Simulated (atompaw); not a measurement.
# Reading a pseudo-wave (copper (Cu))

Columns: radius, all-electron u(r) and pseudo u(r) of the 4s shell (level -4.61 eV) of copper in the configuration [Ar] 3d10 4s1 4p0; PBEsol, scalar-relativistic, PAW (atompaw) scheme, atompaw 4.2.0.5.

| r (bohr) | all-electron | pseudo |
| --- | --- | --- |
| 0.088 | 0.0591 | 0.0042 |
| 0.177 | 0.1486 | 0.0096 |
| 0.265 | 0.0288 | 0.0170 |
| 0.354 | -0.1246 | 0.0275 |
| 0.442 | -0.2233 | 0.0418 |
| 0.531 | -0.2546 | 0.0606 |
| 0.619 | -0.2309 | 0.0838 |
| 0.708 | -0.1707 | 0.1121 |
| 0.796 | -0.0917 | 0.1446 |
| 0.885 | -0.0035 | 0.1816 |
| 0.973 | 0.0841 | 0.2215 |
| 1.062 | 0.1685 | 0.2645 |
| 1.150 | 0.2455 | 0.3085 |
| 1.238 | 0.3145 | 0.3529 |
| 1.327 | 0.3761 | 0.3970 |
| 1.415 | 0.4287 | 0.4387 |
| 1.504 | 0.4741 | 0.4778 |
| 1.592 | 0.5117 | 0.5126 |
| 1.681 | 0.5431 | 0.5431 |
| 1.769 | 0.5680 | 0.5680 |
| 1.858 | 0.5878 | 0.5878 |
| 1.946 | 0.6026 | 0.6026 |
| 2.035 | 0.6132 | 0.6132 |
| 2.123 | 0.6198 | 0.6198 |
| 2.212 | 0.6232 | 0.6232 |
| 2.300 | 0.6236 | 0.6236 |

Question: How many radial nodes do the two functions have?

Answer: The all-electron 4s function has n − l − 1 = 3 (the table is too coarse to show those close to the nucleus); the pseudo-wave has 0, since the states of the same l below it are removed with the core.

Question: At about which radius was the pseudo-wave matched?

Answer: 1.75 bohr, where the columns begin to agree (steps of 0.09 bohr).

Question: Is the pseudo-wave norm-conserving?

Answer: No, it belongs to a PAW set: the norm inside the radius is not constrained, and the difference is carried by the augmentation charge.
